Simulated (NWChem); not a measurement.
System: BiH2F; SMILES [F][BiH2]

```xyz
4

Bi     0.0281     0.1375     0.0000
H     -1.2747     0.2757    -1.2772
H     -1.2747     0.2757     1.2772
F      0.0764    -1.9297     0.0000
```
Atoms are numbered in this order, from 1.

Level: PBE-D3(BJ)/def2-SVP with def2 effective core potentials on Bi (NWChem), optimised geometry, unscaled harmonic frequencies. def2 effective core potentials on Bi; no spin-orbit coupling.

| frequency (cm⁻¹) | IR intensity (km/mol) |
|---|---|
| 544 | 36.5 |
| 562 | 0.2 |
| 583 | 41.5 |
| 743 | 24.6 |
| 1720 | 251.3 |
| 1727 | 258.4 |

```json
{
 "zero_point_energy": "8.4 kcal/mol",
 "thermal correction to the enthalpy at 298.15 K (with zero-point energy)": "11.2 kcal/mol",
 "heat capacity Cv": "10.1 cal/(mol K)",
 "entropy at 298.15 K and 1 atm (symmetry number 1)": "66.1 cal/(mol K)"
}
```

Rigid rotor and harmonic oscillator.
